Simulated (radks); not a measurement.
Values are calculated unless marked as measured or tabulated.
Valence configurations of the dysprosium ion Dy2+ (all share [Xe]). Code: a radial shooting solver on a logarithmic mesh with Libxc functionals. Model: Dirac Kohn-Sham, PBE, spin-unpolarised, spherical densities, point nucleus; open shells fill j = l - 1/2 first. Energies are relative to 4f10; eigenvalues in eV.

| valence | E (eV) | e(4f5/2) | e(4f7/2) | e(5d3/2) | e(6p1/2) | e(6s1/2) |
|---|---|---|---|---|---|---|
| 4f10 | 0.000 | -17.434 | -16.556 | - | - | - |
| 4f9 5d1 | 4.933 | -23.498 | -22.558 | -15.339 | - | - |
| 4f9 6p1 | 9.484 | -27.294 | -26.351 | - | -12.890 | - |
| 4f8 6p2 | 27.441 | -38.480 | -37.472 | - | -14.791 | - |
| 4f9.5 5d0.5 | 1.915 | -20.345 | -19.437 | -14.545 | - | - |
| 4f8 6s2 | 17.899 | -36.455 | -35.449 | - | - | -18.550 |
| 4f9 6s1 | 5.204 | -26.232 | -25.290 | - | - | -16.578 |
| 4f8 5d2 | 14.727 | -30.408 | -29.407 | -16.911 | - | - |
| 4f8 6s0.5 6p1.5 | 25.044 | -37.981 | -36.974 | - | -14.557 | -19.344 |
| 4f7 6s1 6p2 | 49.931 | -49.745 | -48.672 | - | -16.088 | -21.388 |

NIST lists [Xe] 4f10 as the ground configuration; this level of theory agrees among the configurations tried. The energies are those of spherical spin-averaged densities, not of single terms.
